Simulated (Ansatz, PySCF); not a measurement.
Molecule: SiCl$_{2}$, charge 0, multiplicity 1. 
Structure (B3LYP-D3(BJ)/def2-TZVP (Ansatz, a quantum-chemistry and plane-wave program) minimum search):
```
Si
Cl 1 2.0938
Cl 1 2.0938 2 101.66
```
Charge 0, spin multiplicity 1.

Total electronic energies in hartree. Correlated levels leave the core frozen unless marked. Spin-orbit coupling is left out. Non-relativistic. CBS marks a two-point X^-3 extrapolation of the correlation energy; Hartree-Fock from the larger set.

The Hartree-Fock reference is unstable (checked in the largest basis), which strains HF and MP2. 

| level | program | energy (Eh) |
|---|---|---|
| HF/6-31G | Ansatz | -1207.85933 |
| HF/cc-pwCVTZ | Ansatz | -1208.05898 |
| SVWN5/def2-TZVPD | Ansatz | -1205.89325 |
| BLYP/def2-TZVPD | Ansatz | -1210.00058 |
| BP86-D3(BJ)/def2-TZVPD | PySCF + dftd3 | -1210.12125 |
| BP86/def2-TZVPD | PySCF | -1210.11471 |
| TPSSh-D3(BJ)/def2-TZVPD | PySCF + dftd3 | -1210.04327 |
| r2SCAN0/def2-TZVPD | Ansatz | -1209.89546 |
| MN15-D3(BJ)/def2-TZVPD | PySCF + dftd3 | -1209.69525 |
| CAM-B3LYP-D4/def2-TZVPD | Ansatz + dftd4 | -1210.03306 |
| LC-wPBE-D3(BJ)/def2-TZVPD | Ansatz + dftd3 | -1209.64346 |
| LC-wPBE/def2-TZVPD | Ansatz | -1209.63981 |
| RPA@PBE/cc-pV(Q+d)Z | Ansatz | -1208.91539 |
| MP2/aug-cc-pV(D+d)Z | Ansatz | -1208.40197 |
| MP2/CBS(cc-pV(T+d)Z,cc-pV(Q+d)Z) | Ansatz | -1208.6215 |
| RI-MP2/aug-cc-pV(Q+d)Z | Ansatz | -1208.59220 |
| CCSD/aug-cc-pV(D+d)Z | Ansatz | -1208.43755 |
| CCSD/cc-pV(D+d)Z | Ansatz | -1208.40125 |
| CCSD(T)/6-31G | Ansatz | -1208.00670 |
| CCSD(T)/aug-cc-pV(D+d)Z | Ansatz | -1208.45249 |
| CCSD(T)/cc-pV(D+d)Z | Ansatz | -1208.41251 |
| CCSD(T)/cc-pwCVTZ | Ansatz | -1208.60217 |
| CCSD(T)/CBS(cc-pV(T+d)Z,cc-pV(Q+d)Z) | Ansatz | -1208.6860 |

Totals of different functionals don't rank their quality; only differences between species are comparable.
